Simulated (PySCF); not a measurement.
AlO, SMILES [O]=[Al], multiplicity 2. Coordinates come from a PBE-D3(BJ)/def2-TZVPD optimisation.

The numbers are results of PBE-D3(BJ)/def2-TZVPD in PySCF, not measurements.

Harmonic wavenumbers (cm⁻¹): 957. Rotational constants (GHz): 18.83 (linear); symmetry number 1.

Task: Work out the zero-point energy and the ideal-gas rigid-rotor harmonic-oscillator thermochemistry at 298.15 K and 1 atm.

Result: ZPE = ½ Σ hcν = ½ × 957 cm⁻¹ = 1.37 kcal/mol. H − E(el) = 3.47 kcal/mol. Entropy in cal/(mol K): translation 37.20, rotation 13.51, vibration 0.11, spin 1.38, total 52.20. G − E(el) = -12.09 kcal/mol. Cp = 7.38 cal/(mol K).
